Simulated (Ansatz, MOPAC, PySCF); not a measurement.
Dimer: H4Sn (SMILES [SnH4]) (first 5 atoms) with CH4 (SMILES C); geometry from B3LYP-D3(BJ)/def2-TZVP.
(charge 0, multiplicity 1):
```xyz
10

Sn     0.13357     0.15213    -0.08765
H     -1.29136     0.93228     0.43940
H      0.07293    -1.50056     0.33888
H      0.26166     0.29418    -1.78656
H      1.49186     0.88353     0.64501
C     -0.13230    -0.15104     3.79039
H      0.84418     0.26132     3.53990
H     -0.21865    -0.24696     4.87178
H     -0.91311     0.51320     3.42232
H     -0.24201    -1.13206     3.33001
```

Monomers are frozen at their geometry in the pair; levels with a basis set take the counterpoise correction.

The state that PM3, PM7 reach isn't checked; PM7 holds dispersion and hydrogen-bond terms.

Run with Ansatz (a quantum-chemistry and plane-wave program) with Gaussian orbitals; MOPAC for PM3, PM7 (differences of heats of formation); PySCF for the dispersion terms. Values without a source in brackets are computed. In def2 rows elements past Kr take small-core potentials, without spin–orbit coupling.

Q: One of these levels gives 2.28 kcal/mol for the interaction energy. Name it.
A. PM3
B. BLYP-D3(BJ)/def2-TZVPPD
C. SVWN5/def2-TZVPPD
D. PM7

A: A, PM3. The others give 0.35 (PM7), -1.51 (SVWN5/def2-TZVPPD), -0.99 (BLYP-D3(BJ)/def2-TZVPPD)
